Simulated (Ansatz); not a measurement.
Ideal-gas functions of AuF3HOP, SMILES `[OH][Au-][P+](F)(F)F` at 800 K and 1 bar, from an Ansatz frequency run at PBE0-D4/def2-TZVP.

Molar mass 301.94 g/mol, point group Cs (symmetry number 1), electronic degeneracy 1, moments of inertia 106.357, 606.198, 607.255 u Å². Harmonic wavenumbers (cm⁻¹, unscaled): 65, 104, 104, 233, 234, 257, 380, 382, 537, 624, 826, 939, 944, 948, 3878.

Use S(trans) = R[1.5 ln M + 2.5 ln T − 1.1517]; rotational temperatures θ = 24.2544 K / I; S(rot) = R[ln(√π/σ · √(T³/θAθBθC)) + 1.5]; for each mode x = 1.438777 ν̃/T, S = R[x/(eˣ − 1) − ln(1 − e⁻ˣ)] and H = RT x/(eˣ − 1); 1 cm⁻¹ = 0.0119627 kJ/mol; R = 8.31446 J/(mol·K).

Q: By hand: the entropy, in J/(mol·K).

A: Translation 200.6. Rotation: θ = 0.228, 0.04, 0.0399 K, giving 133.5. Vibration, mode by mode: 26.17, 22.27, 22.27, 15.61, 15.57, 14.80, 11.64, 11.60, 8.92, 7.78, 5.75, 4.88, 4.85, 4.82, 0.06, in all 177.0. Electronic 0.0. Sum 511.1 J/(mol·K).

Q: By hand: H − E and G − E in kJ/mol, counted from the electronic energy.

A: Zero-point energy ½ × 10455 × 0.0119627 = 62.5; thermal vibration 61.6; translation, rotation and pV give 4 RT = 26.6. H − E = 150.7 kJ/mol, and G − E = 150.7 − 800 × 511.1/1000 = -258.2 kJ/mol.

Vibration gives 35 % of the entropy, 70.7 J/(mol·K) of it from the modes under 150 cm⁻¹: soft modes count most, and the harmonic formula is weakest for them. The sum counts one conformer and one mirror image; others add a mixing term.
